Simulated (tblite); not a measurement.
Q: Write Cartesian coordinates for `C(#N)/C(O[SiH3])=C\C` as optimised with GFN2-xTB.

A: 
```
atom  x, y, z in Å
C1    -2.172   -0.417    0.392
C2    -0.695   -0.413    0.209
C3     0.012    0.622   -0.256
C4    -0.626    1.839   -0.631
N5    -1.129    2.822   -0.937
O6     1.352    0.646   -0.422
Si7    2.533   -0.430   -0.099
H8    -2.604    0.548    0.140
H9    -2.625   -1.181   -0.239
H10   -2.418   -0.658    1.425
H11   -0.165   -1.318    0.474
H12    2.342   -1.647   -0.891
H13    2.522   -0.783    1.322
H14    3.673    0.370   -0.506
```

Orientation and origin are arbitrary. Atoms count from 1 in this order. Si7 (oxygen-bound silicon) is distorted tetrahedral (angles from 98.6° to 114.2°). The 7 heavy atoms lie in one plane (0.014 Å rms). The 3 C–C bonds span 1.338 Å (C2=C3, drawn double) to 1.488 Å (C1–C2, drawn single), a spread of 0.150 Å. Of the pairs four or more bonds apart, C4···H8 is among the closest relative to their van der Waals radii: 2.48 Å, 86 % of the sum of Bondi's values.

Bonds between heavy atoms (Å): C1–C2 1.488, C2=C3 1.338, C3–C4 1.424, C4≡N5 1.146, C3–O6 1.350, O6–Si7 1.629.

The geometry is computed with GFN2-xTB (gas phase).

Point group: near Cs, missed by 0.15 Å at most; the miss may be what the optimiser left on a soft mode. Its GFN2-xTB frequencies are all real (lowest 58 cm⁻¹). One conformer, not necessarily the lowest (C2–C3–O6–Si7 -3°). 3 starts were optimised and ended at 0.00, 0.20 and 0.20 kcal/mol (GFN2-xTB); the lowest of these is shown.
